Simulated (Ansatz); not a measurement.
**One elementary step**

Start structure (Si$_{5}$NH$_{13}$Cl$_{2}$, singlet), relaxed at PBE0-D4/def2-TZVP:

```
21
angstrom
Si -0.0625 -1.1172 2.3084
Cl 2.1240 -0.6622 2.4447
Cl -2.2761 -1.2845 2.0222
H 0.5226 1.1329 1.7344
N -0.2045 0.5113 1.3805
Si 0.0002 0.3032 -0.4599
Si -0.2241 2.4646 -1.3361
Si -1.6898 -1.0762 -1.3092
Si 2.1349 -0.5273 -0.9436
H -0.2066 -1.0874 3.7709
H 0.1844 -2.2795 1.4399
H -1.1276 0.8981 1.5770
H -0.0657 2.3970 -2.8110
H 0.8177 3.3582 -0.7608
H -1.5652 3.0157 -1.0010
H -1.4251 -1.0087 -2.7767
H -3.0361 -0.5161 -1.0449
H -1.5596 -2.4804 -0.8608
H 2.1417 -0.4952 -2.4360
H 2.3204 -1.9243 -0.4920
H 3.1972 0.3784 -0.4462
```

The step: Si₄NH₁₁ ([NH2][Si]([SiH3])([SiH3])[SiH3]) + SiH₂Cl₂ ([Cl][SiH2][Cl]) → Si₅NH₁₂Cl ([SiH3][Si]([SiH3])([SiH3])[NH][SiH2][Cl]) + HCl; bonds formed: Cl2–H4; dative contacts that become bonds: Si1–N5; bonds broken: Si1–Cl2, H4–N5. Program: Ansatz 0.2.0. Basis: def2-TZVPP and def2-QZVPP. Cores are frozen in the correlated methods. Extrapolation: Hartree–Fock as exp(−7.88 √X), correlation as X^−2.97. Energies below are by CCSD(T) at an estimated basis limit (MP2 extrapolated from triple and quadruple zeta, plus CCSD(T) − MP2 in triple zeta).

Problem. What are the electronic barrier and the energy of the step, from the start structure to the end structure? (An estimate is asked for; the value comes from the calculation.)

Solution. By the calculation: Barrier 0.437 eV; step energy 0.181 eV (uphill); reverse barrier, their difference, 0.257 eV. Barrier and step energy count from the start structure, the reverse barrier from the end structure.

The saddle point: One imaginary mode of 167i cm⁻¹.
| pair | start (Å) | saddle (Å) | end (Å) |
| --- | --- | --- | --- |
| Si1–N5 | 1.88 | 1.80 | 1.73 |
| Cl2–H4 | 2.51 | 1.66 | 1.32 |
| Si1–Cl2 | 2.24 | 3.14 | 3.92 |
| H4–N5 | 1.02 | 1.18 | 1.85 |

Zero-point energy (harmonic, PBE0-D4): ZPE is 3.451 eV at the start and 3.301 eV at the saddle, so the barrier goes from 0.437 to 0.288 eV.

T1 diagnostic: at most 0.013.

The step is the kind of exchange with an N–H group that builds nitride films in atomic layer and chemical vapour deposition. Here a small cluster stands in for the surface site.

Labels in which every atom is bracketed show which atoms are joined, not bond orders.

For scale, one of the runs: CCSD(T)/def2-TZVPP, 507 basis functions, launched by `ansatz run in.yaml --threads 5 --pin off --events-out ev --progress --plain --max-ram 66560MiB --backend cuda --devices 0, --max-vram 37GiB`. Hardware: 5 CPU threads of an AMD EPYC 7R13 and a share of one NVIDIA H100, shared host. Wall time 55 s; peak host memory 1.2 GiB.
